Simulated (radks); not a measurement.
Question: Species: Zn XXIV. Configuration: [He] 2s2 2p3 (the NIST ground configuration). Calculated with a radial shooting solver on a logarithmic mesh with Libxc functionals: Dirac Kohn-Sham, LB94 model potential, spin-unpolarised, spherical densities, finite nucleus; open shells fill j = l - 1/2 first; Fermi nuclear charge, rms radius 3.9283 fm. Some entries of the table are withheld. Estimate them.

orbital,occ.,eigenvalue (eV),r(max) (bohr),<r> (bohr)
1s1/2,2,-10941.33,0.03288,(1)
2s1/2,2,-2315.792,0.1835,(2)
2p1/2,2,(3),(4),0.1828
2p3/2,1,(5),(6),0.1858

Answer: 
(1) 1s1/2 <r> (bohr): 0.05006
(2) 2s1/2 <r> (bohr): 0.2144
(3) 2p1/2 eigenvalue (eV): -2217.194
(4) 2p1/2 r(max) (bohr): 0.1432
(5) 2p3/2 eigenvalue (eV): -2189.142
(6) 2p3/2 r(max) (bohr): 0.1458
